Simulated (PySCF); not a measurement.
# F3HSSi: core ionisation energies

Compound: F3Si(SH), F3HSSi.
Cartesian coordinates in Å at the GFN2-xTB level; atoms count from 1:
```
atom  x, y, z in Å
F1    -1.0379    0.5875    1.2294
Si2   -0.4502   -0.0138   -0.1121
F3    -0.4827    1.2072   -1.1192
F4    -1.5201   -1.0450   -0.6353
S5     1.4358   -0.9138    0.0931
H6     2.0582    0.1800    0.5226
```

Method: delta-SCF UKS SCAN, pcX-2 on the ionised atom, pcseg-1 elsewhere, spin-free X2C in PySCF. These are vertical core ionisation energies against the vacuum level, from separate self-consistent calculations with and without the core hole.

List the computed XPS lines with their assignment.

| atom(s) | environment | level | binding energy (eV) | 2p1/2 (eV) | count |
| --- | --- | --- | --- | --- | --- |
| F1/F3/F4 | silicon-bound fluorine | F 1s | 693.57 | – | 3 |
| Si2 | fluorine-bound silicon | Si 2p3/2 | 110.55 | 111.18 | 1 |
| Si2 | fluorine-bound silicon | Si 1s | 1850.89 | – | 1 |
| S5 | sulfur bonded to Si and H | S 1s | 2478.69 | – | 1 |

Which photon wavelength matches the F 1s of F1/F3/F4 threshold?

λ = hc/E = 12398.42 eV Å / 693.57 eV = 17.876 Å.

Which photon energy gives electrons from F 1s of F1/F3/F4 a kinetic energy of 100 eV, and what is their de Broglie wavelength?

hν = 693.57 + 100 = 793.57 eV, recoil neglected; λ = 12.264 Å/√(E/eV) = 1.23 Å.

Topologically equivalent atoms share the value of their first member; where this conformer doesn't relate them by symmetry, their own values could differ. Not every level is listed. 2p3/2 and 2p1/2 are the ΔSCF energy of one spin-free 2p hole plus the eigenvalues of a spin–orbit and ligand-field matrix of the shell. 2p1/2 minus 2p3/2 (ligand field included): Si 0.63 eV. Isolated species at its GFN2-xTB geometry, gas phase.

On an x86-64 server with one thread, no GPU, shared host, this took 8.2 s.
